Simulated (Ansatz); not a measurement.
Gas-phase electronic energies from Ansatz, PBE0-D4/def2-TZVP geometries. CCSD(T)/CBS adds triple-zeta CCSD(T) − MP2 to the extrapolated MP2 energy (def2 sets, frozen cores). This one scheme is used for every species. Functionals use def2-TZVPP. B3LYP here is the variant with VWN-RPA as its local correlation; programs differ in this. For Ge outer-core shells are correlated without core-valence functions, which leaves a few kJ/mol of doubt a bond. Scalar relativity is left out up to krypton. One conformer a species, not always the lowest.

`[SiH3][SiH2][GeH2][SiH2][SiH3]` + BH₃ → `[BH2][GeH2][SiH2][SiH3]` + `[SiH3][SiH3]`  (formal exchange of groups at a Ge–Si bond)

`[SiH3][SiH2][GeH2][SiH2][SiH3]`:

Z-matrix (Å, degrees):
```
Si
Si 1 2.337
H 1 1.488 2 109.4
H 1 1.488 2 109.8 3 118.9
H 1 1.488 2 111.6 3 -120.4
Ge 2 2.382 1 109.3 3 -59.8
H 2 1.490 1 110.4 3 178.2
H 2 1.490 1 109.5 3 59.1
Si 6 2.382 2 109.0 1 50.1
H 6 1.540 2 109.7 1 -70.6
H 6 1.540 2 110.2 1 170.7
Si 9 2.337 6 109.4 2 50.3
H 9 1.490 6 108.6 2 -69.1
H 9 1.490 6 110.7 2 172.1
H 12 1.488 9 109.4 6 -59.3
H 12 1.488 9 111.6 6 -179.7
H 12 1.488 9 109.8 6 59.6
```

BH₃:

Cartesian coordinates in Å:
```
B 0.000 0.000 0.000
H -0.601 0.394 0.953
H 1.056 0.480 -0.280
H -0.456 -0.874 -0.673
```

`[BH2][GeH2][SiH2][SiH3]`:

Z-matrix (Å, degrees):
```
Ge
Si 1 2.399
B 1 2.040 2 104.8
H 1 1.540 2 106.3 3 -121.1
H 1 1.540 2 107.8 3 122.7
Si 2 2.336 1 109.8 3 57.4
H 2 1.490 1 109.3 3 178.8
H 2 1.490 1 109.4 3 -62.9
H 3 1.194 1 120.8 2 89.2
H 3 1.194 1 120.3 2 -85.8
H 6 1.489 2 109.1 1 -61.1
H 6 1.488 2 111.9 1 178.6
H 6 1.488 2 109.9 1 57.7
```

`[SiH3][SiH3]`:

Z-matrix (Å, degrees):
```
Si
Si 1 2.338
H 1 1.488 2 110.3
H 1 1.488 2 110.3 3 120.0
H 1 1.488 2 110.3 3 -120.0
H 2 1.488 1 110.3 3 59.9
H 2 1.488 1 110.3 3 179.9
H 2 1.488 1 110.3 3 -60.1
```

| level | ΔE (kJ/mol) | difference from CCSD(T)/CBS |
| --- | --- | --- |
| PBE-D4 | 28.2 | -1.3 |
| r2SCAN-D4 | 26.8 | -2.7 |
| PBE0-D4 | 31.7 | 2.2 |
| B3LYP-D4 | 31.9 | 2.4 |
| ωB97X-V | 29.6 | 0.1 |
| ωB97M-V | 29.8 | 0.3 |
| B2PLYP | 24.1 | -5.4 |
| PBE | 19.5 | -10.0 |
| r2SCAN | 23.8 | -5.7 |
| PBE0 | 23.3 | -6.2 |
| B3LYP | 18.1 | -11.4 |
| HF/def2-TZVPP | 22.0 | -7.5 |
| MP2/def2-TZVPP | 33.3 | 3.8 |
| SCS-MP2/def2-TZVPP | 29.9 | 0.4 |
| CCSD/def2-TZVPP | 26.9 | -2.6 |
| CCSD(T)/def2-TZVPP | 28.7 | -0.8 |
| HF/def2-QZVPP | 21.7 | -7.8 |
| MP2/def2-QZVPP | 33.7 | 4.2 |
| SCS-MP2/def2-QZVPP | 30.2 | 0.7 |
| HF/CBS(def2) | 21.6 | -7.9 |
| MP2/CBS(def2) | 34.1 | 4.6 |
| CCSD/CBS(def2) | 27.7 | -1.8 |
| CCSD(T)/CBS | 29.5 | 0 |

Largest T1 diagnostic among the species: 0.013.

From PBE to PBE0 (25 % exact exchange), in def2-TZVPP and without D4, ΔE moves by +3.8 kJ/mol. In def2-TZVPP, CCSD(T) changes the Hartree–Fock value by +6.7 kJ/mol (the triples alone add +1.8 kJ/mol) and MP2 by +11.3 kJ/mol. The D4 term adds +13.8 kJ/mol with B3LYP and +8.4 kJ/mol with PBE0; it sums over pairs of atoms, weighted by their polarisabilities, and B3LYP, whose exchange is more repulsive, gets the larger term.
